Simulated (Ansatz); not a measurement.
Cost and result for the atomization energy of C2H7InSn, SMILES `[CH3][SnH]1[CH2][InH]1` (11 atoms, 11 bonds).

```json
{"atom": "C1", "x (Å)": "-0.975", "y (Å)": "-1.863", "z (Å)": "-0.263"}
{"atom": "Sn2", "x (Å)": "0.451", "y (Å)": "-0.308", "z (Å)": "-0.693"}
{"atom": "C3", "x (Å)": "0.691", "y (Å)": "1.065", "z (Å)": "1.036"}
{"atom": "In4", "x (Å)": "0.112", "y (Å)": "2.388", "z (Å)": "-0.586"}
{"atom": "H5", "x (Å)": "-0.554", "y (Å)": "-2.531", "z (Å)": "0.490"}
{"atom": "H6", "x (Å)": "-1.199", "y (Å)": "-2.430", "z (Å)": "-1.166"}
{"atom": "H7", "x (Å)": "-1.894", "y (Å)": "-1.421", "z (Å)": "0.119"}
{"atom": "H8", "x (Å)": "1.957", "y (Å)": "-1.027", "z (Å)": "-1.111"}
{"atom": "H9", "x (Å)": "1.671", "y (Å)": "1.197", "z (Å)": "1.495"}
{"atom": "H10", "x (Å)": "-0.072", "y (Å)": "0.952", "z (Å)": "1.811"}
{"atom": "H11", "x (Å)": "-0.188", "y (Å)": "3.978", "z (Å)": "-1.131"}
```

The species carries charge 0 and has multiplicity 1. Correlated methods include outer-core shells of In, Sn, which these sets cover unevenly. Sn, In: def2 effective core potential. The geometry is a stationary point of PBE0-D4/def2-TZVP. Program: Ansatz. All runs use 4 threads of an Intel Xeon Platinum 8488C on a shared host. Times are those of one run each, without the atoms' runs, and a repeat can differ threefold. Electronic energies, without spin–orbit coupling; frozen cores. CCSD(T)/CBS adds CCSD(T) − MP2 in def2-TZVPP to the MP2 limit, and its time is that of the two runs behind it. T1 = 0.014. With those shells the extrapolation isn't a true limit. B3LYP takes the VWN-RPA correlation (the form of Gaussian; ORCA's B3LYP/G).

CCSD(T)/CBS is a level of theory with its own doubt, some kJ/mol a heavy atom from the limit and from the frozen cores, so smaller differences don't rank the functionals.

```tsv
level	functions	wall time	atomization (kJ/mol)	difference from CCSD(T)/CBS	per bond
LDA (SPW92)/def2-TZVPP	260	1.6 s	3738.3	433.5	39.4
revPBE-D4/def2-TZVPP	260	2.2 s	3218.4	-86.4	-7.9
BHLYP-D4/def2-TZVPP	260	3.5 s	3179.7	-125.1	-11.4
r2SCAN-D4/def2-TZVPP (with forces)	260	4.4 s	3278.0	-26.8	-2.4
B3LYP-D4/def2-TZVPP (with forces)	260	4.7 s	3245.5	-59.3	-5.4
B2PLYP/def2-TZVPP	260	6.5 s	3214.0	-90.8	-8.3
B97M-V/def2-TZVPP	260	7 s	3300.2	-4.6	-0.4
PBE-QIDH/def2-TZVPP	260	7 s	3254.2	-50.6	-4.6
ωB97X-V/def2-TZVPP	260	8 s	3284.2	-20.6	-1.9
CCSD(T)/def2-SVP	115	9 s	3071.7	-233.1	-21.2
MP2/def2-QZVPP	488	23 s	3259.3	-45.5	-4.1
CCSD(T)/def2-TZVPP	260	3.5 min	3215.9	-88.9	-8.1
CCSD(T)/CBS(def2)	–	3.9 min	3304.8	0.0	0.0
```

In def2-TZVPP, CCSD(T) changes the Hartree–Fock value by +886.9 kJ/mol (the triples alone add +55.6 kJ/mol) and MP2 by +877.5 kJ/mol; breaking electron pairs costs correlation energy, which Hartree–Fock lacks. The D4 term adds +38.1 kJ/mol with B3LYP and +20.1 kJ/mol with PBE0; it sums over pairs of atoms, weighted by their polarisabilities, and B3LYP, whose exchange is more repulsive, gets the larger term. From r2SCAN to r2SCAN0 (25 % exact exchange), in def2-TZVPP and without D4, the atomization energy moves by −38.0 kJ/mol: exact exchange takes away binding that semilocal exchange gives to molecules.

Spin–orbit coupling would lower the free In, Sn atoms strongly, and the atomization energy with them, by more than many differences here. For some Ge, Se and Sn compounds the MP2-based and the directly extrapolated limit differ by 10 to 25 kJ/mol.
